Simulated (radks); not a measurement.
Task: Ar IV, 15 electrons, occupied as [Ne] 3s1.75 3p3.25 (fractional occupations, a model configuration). Method: scalar-relativistic Kohn-Sham, XLYP, spin-polarised, spherical densities, finite nucleus; open shells are filled with parallel spins first; Fermi nuclear charge, rms radius 3.4274 fm; computed with a radial shooting solver on a logarithmic mesh with Libxc functionals. Some entries of the table are withheld. Estimate them.

| orbital | occ. | eigenvalue (hartree) | <r^2> (bohr^2) |
|---|---|---|---|
| 1s up | 1 | -116.6020 | 0.009884 |
| 1s down | 1 | -116.5729 | 0.009881 |
| 2s up | 1 | -12.69106 | 0.2031 |
| 2s down | 1 | -12.66518 | 0.2027 |
| 2p up | 3 | -10.24310 | 0.1754 |
| 2p down | 3 | -10.20725 | 0.1751 |
| 3s up | 1 | (1) | 1.886 |
| 3s down | 0.75 | (2) | 1.937 |
| 3p up | 3 | -1.89158 | (3) |
| 3p down | 0.25 | -1.74431 | (4) |

Result: 
(1) 3s up eigenvalue (hartree): -2.46948
(2) 3s down eigenvalue (hartree): -2.31273
(3) 3p up <r^2> (bohr^2): 2.225
(4) 3p down <r^2> (bohr^2): 2.342
